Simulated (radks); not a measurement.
Values are calculated unless marked as measured or tabulated.
Problem. Species: the iodine ion I39+. Configuration: [He] 2s2 2p5.5 3s2 3p2 4f0.5 (fractional occupations, a model configuration). Code: a radial shooting solver on a logarithmic mesh with Libxc functionals. Model: scalar-relativistic Kohn-Sham, BLYP, spin-polarised, spherical densities, finite nucleus; open shells are filled with parallel spins first (spin-orbit coupling, left out, can overturn this in heavy ions); Fermi nuclear charge, rms radius 4.75 fm. Some entries of the table are withheld. Estimate them.

orbital,occ.,eigenvalue (Ry),r(max) (bohr)
1s up,1,-2609.421,0.01754
1s down,1,-2608.701,0.01753
2s up,1,-547.7236,0.09821
2s down,1,-546.8939,0.09824
2p up,3,-511.8608,0.07853
2p down,2.5,-510.8186,0.07860
3s up,1,-215.9651,0.2644
3s down,1,-214.4170,0.2645
3p up,2,-204.7042,0.2540
3p down,0,-203.1473,0.2541
3d up,0,-191.7110,0.2015
3d down,0,-190.3785,0.2007
4s up,0,(1),0.5257
4s down,0,(2),0.5285
4p up,0,-109.1457,0.5238
4p down,0,-108.7875,0.5269
4f up,0.5,-100.6131,(3)
4f down,0,-99.70631,(4)
5f up,0,-63.61957,(5)

Solution. 
(1) 4s up eigenvalue (Ry): -113.7815
(2) 4s down eigenvalue (Ry): -113.4218
(3) 4f up r(max) (bohr): 0.3827
(4) 4f down r(max) (bohr): 0.3867
(5) 5f up r(max) (bohr): 0.8000
